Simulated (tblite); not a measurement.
Run record: tight-binding relaxation, `C=C(C)P(/C=C/C)CC`.

Computed with GFN2-xTB geometry optimisation, gas phase (tblite 0.8.0). Start geometry: from a force field or distance geometry. The command runs a driver script over a list of jobs; the input below is this job's line of settings and its coordinates in Å.

Command:
```bash
OMP_NUM_THREADS=1 python probes_run.py task.json out
```

Input:
```
{"job": {"kind": "relax", "xc": "GFN2-xTB", "basis": "xTB"}, "charge": 0, "multiplicity": 1}
C     -0.901800    -1.274600     1.841100
C     -0.977200    -1.468500     0.518800
C     -1.319800    -2.790900    -0.076400
P     -0.585300     0.001400    -0.552800
C      1.175200     0.395100    -0.143400
C      2.095900    -0.086600    -0.959700
C      3.545300     0.210900    -0.691600
C     -1.749900     1.303800     0.079700
C     -1.477900     2.666400    -0.471600
H     -1.116200    -2.039600     2.583000
H     -0.643700    -0.278100     2.200000
H     -1.282700    -3.539900     0.729900
H     -2.343800    -2.667800    -0.503200
H     -0.605300    -3.043200    -0.911100
H      1.412800     1.015600     0.714700
H      1.881400    -0.694800    -1.810600
H      4.080600     0.509600    -1.596500
H      4.042500    -0.713200    -0.283300
H      3.640500     1.031200     0.068500
H     -1.804600     1.293300     1.204700
H     -2.780700     0.977600    -0.267200
H     -2.018100     3.400400     0.203400
H     -1.863900     2.848800    -1.474400
H     -0.415000     2.963000    -0.394600
```

Output:
```
step      E/eV     max force
  0    -740.25994    2.238
  1    -740.51157    1.282
  2    -740.59952    0.730
  3    -740.65517    0.594
  4    -740.69487    0.434
  5    -740.71201    0.433
  6    -740.73778    0.394
  7    -740.76147    0.356
  8    -740.78525    0.314
  9    -740.80244    0.260
... (275 lines left out)
285    -741.01893    0.014
286    -741.01898    0.013
287    -741.01903    0.012
288    -741.01906    0.015
289    -741.01908    0.014
290    -741.01912    0.015
291    -741.01915    0.012
292    -741.01919    0.012
293    -741.01921    0.011
294    -741.01923    0.010
```

«max force» is the largest atomic force in eV/Å.

Task: From which step on does the largest force stay under 0.1 eV/Å, and how much energy is left to gain from there?

Result: From step 249 (0.078 eV/Å), 11.6 meV above the end.

In short: energy lowered by 17.5 kcal/mol over 294 steps; largest atomic force 0.010 eV/Å at the end.

Task: Give the final coordinates.

Result: 1.153 Å rms from the input after alignment:
```
atom  x, y, z in Å
C1     0.0441   -2.1529    1.3350
C2    -0.8739   -1.6274    0.5357
C3    -2.3038   -2.0786    0.5425
P4    -0.4486   -0.4192   -0.7831
C5     1.0661    0.2898   -0.0663
C6     2.2212    0.2941   -0.7176
C7     3.4929    0.8696   -0.1932
C8    -1.6089    0.9509   -0.2570
C9    -1.3214    2.2246   -1.0392
H10   -0.2041   -2.9185    2.0547
H11    1.0751   -1.8416    1.3046
H12   -2.4108   -3.0199    1.0779
H13   -2.9376   -1.3352    1.0265
H14   -2.6604   -2.2087   -0.4791
H15    0.9833    0.7321    0.9226
H16    2.2778   -0.1493   -1.7038
H17    3.8692    1.6330   -0.8741
H18    4.2539    0.0923   -0.1208
H19    3.3492    1.3135    0.7896
H20   -1.4992    1.1223    0.8185
H21   -2.6316    0.6209   -0.4532
H22   -2.0058    3.0188   -0.7447
H23   -1.4370    2.0472   -2.1068
H24   -0.3016    2.5621   -0.8611
```
Labels such as C1 count atoms from 1, the log's own numbers from 0.
